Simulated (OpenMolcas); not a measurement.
## Ionisation energies of platinum

* Program: OpenMolcas 26.06
* Basis: ANO-R2 [8s6p5d3f1g]
* Scalar Hamiltonian: X2C, finite nucleus
* Spin-orbit coupling: state interaction with AMFI integrals over the reference wave functions, term energies averaged over their components

Active shells in each charge state: the valence d, s shells, with orbitals averaged over the low states. Where CASPT2's correlated closed shells are named, they are those of the first ion.

A. CASSCF
B. SS-CASPT2, IPEA 0.25 Eh, imaginary shift 0.1 Eh (closed shells correlated: 5s 5p)
C. SS-CASPT2, IPEA 0.25 Eh, imaginary shift 0.1 Eh (closed shells correlated: 4f 5s 5p)
D. SS-CASPT2, IPEA 0 Eh, imaginary shift 0.1 Eh (closed shells correlated: 5s 5p)

Energies in eV between the lowest computed levels, named as in B; reference values from the NIST Atomic Spectra Database with their kind.

```csv
From,To,A,B,C,D,Spin-orbit share in B,Reference
Pt+ 5d⁹ ²D_5/2,Pt2+ 5d⁸ ³F₄,16.505,18.444,18.561,18.382,-0.332,18.560 (measured)
```

Steps that some method lacks are left out, and so are those with a state whose active s or d shell is doubly occupied in every root (s and p with five to eight electrons, d10) over a frozen core shell of the same l, since the two then mix freely.

Error against the reference values, in %:

```
From  Reference      A     B  C     D
 Pt+   measured  -11.1  -0.6  0  -1.0
```

Absolute error against the one measured value: A 2.06 eV, B 0.12 eV, C 0.00 eV, D 0.18 eV. C lies closest.

The lowest level within the active space need not be the ion's true ground level.
